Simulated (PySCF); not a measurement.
# Magnesium: a sound run and one with changed settings

Sound run: Mg²⁺ [Ne], Mg³⁺ [He] 2s2 2p5. All numbers are calculated (PySCF 2.14, scalar relativity by spin-free X2C-1e, in aug-cc-pVDZ-DK). In the sound run the correlated levels freeze [He] 2s2. The sound run starts from symmetry-adapted Hartree-Fock orbitals and uses a fine grid where one is needed.

Changed run: no relativity, point nucleus. This setting is unsound on purpose.

| species | method | sound run (hartree) | changed run (hartree) | converged |
| --- | --- | --- | --- | --- |
| Mg²⁺ | UHF | -199.12896 | -198.77384 | yes |
| Mg²⁺ | LDA | -198.57726 | -198.22259 | yes |
| Mg²⁺ | PBE0 | -199.43264 | -199.07776 | yes |
| Mg²⁺ | MP2 | -199.13079 | -198.77569 | yes |
| Mg²⁺ | CCSD(T) | -199.13077 | -198.77567 | yes |
| Mg³⁺ | UHF | -196.15164 | -195.80067 | yes |
| Mg³⁺ | LDA | -195.53333 | -195.18257 | yes |
| Mg³⁺ | PBE0 | -196.40226 | -196.05140 | yes |
| Mg³⁺ | MP2 | -196.15207 | -195.80111 | yes |
| Mg³⁺ | CCSD(T) | -196.15209 | -195.80113 | yes |

Ionisation energy of Mg²⁺:

| method | sound run (eV) | changed run (eV) |
| --- | --- | --- |
| UHF | 81.017 | 80.904 |
| LDA | 82.830 | 82.723 |
| PBE0 | 82.461 | 82.352 |
| MP2 | 81.055 | 80.942 |
| SCS-MP2 | 81.053 | 80.940 |
| CCSD | 81.053 | 80.940 |
| CCSD(T) | 81.054 | 80.941 |

Most of the change in total energy is the relativistic energy itself. On top of that the contraction fixes the core shape for the Hamiltonian it was made with, so the changed run is not a good calculation with the other Hamiltonian either.

For comparison, NIST gives 80.144 eV between the lowest levels.
